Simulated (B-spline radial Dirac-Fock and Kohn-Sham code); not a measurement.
Model: the Dirac equation of a negative muon with reduced mass in the field of a spherical finite nucleus, with the Uehling potential to all orders; nuclear polarisation, deformation, hyperfine structure, self-energy, higher-order vacuum polarisation, relativistic recoil and electron screening are left out. Program: an atomic code on a B-spline grid. The nuclear charge is a Fermi distribution (skin thickness 2.3 fm).

**Question.** A muonic atom of atomic mass 172.94 u emits these computed lines: 2p3/2 → 1s1/2 5063 keV, 3d5/2 → 2p3/2 1873 keV, 4f7/2 → 3d5/2 681.1 keV, 5g9/2 → 4f7/2 313.4 keV. Which element is it, and what rms charge radius was used?

**Answer.** Ytterbium (Z = 70, nuclide ¹⁷³Yb); the high transitions hardly feel the nucleus and fix Z. The 2p → 1s line lies 6250 keV below the value for a point nucleus without QED, which for this nuclear model gives a radius near 5.30 fm (5.3046 fm was used).
